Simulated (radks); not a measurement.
Values are calculated unless marked as measured or tabulated.
The mean radii <r> (bohr) of the occupied orbitals of an atom or ion are listed with their occupations. Code: a radial shooting solver on a logarithmic mesh with Libxc functionals. Model: non-relativistic Kohn-Sham, LDA (Slater exchange, Perdew-Wang correlation), spin-unpolarised, spherical densities, point nucleus.

| orbital | occ. | <r> |
|---|---|---|
| 1s | 2 | 0.4251 |
| 2s | 2 | 2.620 |

Name the element and its charge.

Answer. Z = 4, beryllium, charge 0: Be in [He] 2s2. The 1s radius gives Z: for a bare nucleus <r> = 1.5/Z, 0.375 bohr for Z = 4, and screening makes it slightly larger (0.4251 here). The occupations add up to 4, and the charge is Z minus that.
